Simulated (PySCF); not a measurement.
BH$_{4}$N$_{2}$Si (calculated)

All values are calculated (PySCF 2.14.0). Calculation on a computer-drawn molecule: the log of a Hartree-Fock and frozen-core CCSD(T) single point meant for a local Hartree-Fock minimum, with one planted fault or none, to be diagnosed. Offsets are logged minus clean, where the clean run is the same molecule without the fault. The reference is restricted for singlets and unrestricted otherwise, and also for a bond in bohr or an excited solution. Adding or removing an electron swaps singlet and doublet. The excited solution moves the top pair (singlet) or top alpha electron (doublet) to the lowest empty orbital. Highest occupied and lowest empty are orbital energies over both spins, largest force is the largest gradient component, triples share is (T) over the correlation energy, the T1 limit is 0.02 restricted and 0.045 unrestricted, electrons count all cores, a negative frequency is imaginary (commonest isotopes), and the dipole is about the centre of nuclear charge.

```yaml
- formula: BH4N2Si
  logged_structure:
    atoms_angstrom:
      - [B, 0.5208, 1.9791, -0.9727]
      - ["N", 0.9006, 0.7393, -0.4271]
      - [Si, 2.0907, 0.4448, 0.784]
      - ["N", 3.0347, 1.3965, 1.578]
      - [H, 0.9982, 3.0281, -0.6504]
      - [H, 0.4232, -0.0713, -0.7823]
      - [H, 2.1259, -0.9993, 1.0214]
      - [H, 3.1217, 2.3913, 1.524]
  given:
    meant_charge: 0
    meant_multiplicity: 2
    meant_basis: "cc-pV(D+d)Z"
    logged_electrons: 37
    logged_basis_functions: 85
    logged_SCF_converged: "yes"
    logged_spin_squared: 3.7899
    "logged_highest_occupied [eV]": -5.4796
    "logged_lowest_empty [eV]": 0.26091
    "logged_largest_force [hartree/bohr]": 0.13597
    logged_T1_diagnostic: 0.021913
    logged_D1_diagnostic: 0.088218
    logged_triples_share: 0.029017
    logged_CC_converged: "yes"
    "logged_dipole_magnitude [debye]": 0.94763
    logged_SCF_stable_within_its_kind: "yes"
    "logged_energy_HF [hartree]": -424.70381
    "logged_energy_CCSD(T) [hartree]": -425.20814
    possible_faults: "no fault, one electron removed, one electron added, multiplicity raised by two, geometry at a saddle point, SCF held on an excited solution, minimal basis STO-3G, one bond length entered in bohr, all coordinates scaled"
    drawn_bonds_atom: [1, 2, 3, 1, 2, 3, 4]
    drawn_bonds_other_atom: [2, 3, 4, 5, 6, 7, 8]
    drawn_bonds_order: [1, 1, 2, 1, 1, 1, 1]
  results:
    planted_fault: "multiplicity raised by two"
    "HF_energy_offset_from_clean_run [kcal/mol]": 73.92
    "CCSD(T)_energy_offset_from_clean_run [kcal/mol]": 96.99
```
